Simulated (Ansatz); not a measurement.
Species: C₂H₆FSi, net charge 0, doublet state. It need not be the lowest isomer of its formula. SMILES: C[Si](C)F
Coordinates optimised at B3LYP-D3(BJ)/def2-TZVP (Ansatz, a first-principles code):
```xyz
10

C      1.5969     0.7121    -0.0749
Si    -0.0095    -0.2086    -0.3757
C     -1.5073     0.8845    -0.0919
F     -0.0823    -1.4125     0.7083
H      2.4615     0.0615    -0.2096
H      1.6149     1.1006     0.9484
H      1.6898     1.5533    -0.7647
H     -1.4934     1.2732     0.9314
H     -1.4990     1.7304    -0.7822
H     -2.4371     0.3335    -0.2363
```
Charge 0, spin multiplicity 2.

Atomisation energy built up term by term with Ansatz (kcal/mol; UHF references for open shells; valence terms freeze the core; atomic spin-orbit terms are left out). CBS marks a two-point X^-3 extrapolation of the correlation energy; Hartree-Fock from the larger set.

```
term                                            basis  kcal/mol
-----------------------  ----------------------------  --------
Hartree-Fock                              cc-pV(Q+d)Z       [?]
CCSD correlation         CBS(cc-pV(T+d)Z,cc-pV(Q+d)Z)    197.78
(T)                      CBS(cc-pV(T+d)Z,cc-pV(Q+d)Z)       [?]
core correlation                            cc-pwCVTZ      2.31
scalar relativity (X2C)    cc-pVTZ-DK against cc-pVTZ     -1.20
sum: De                                                     [?]
```

Q: What belongs in the gaps?

A: 
- Hartree-Fock, kcal/mol: 686.15
- (T), kcal/mol: 11.29
- sum: De, kcal/mol: 896.3
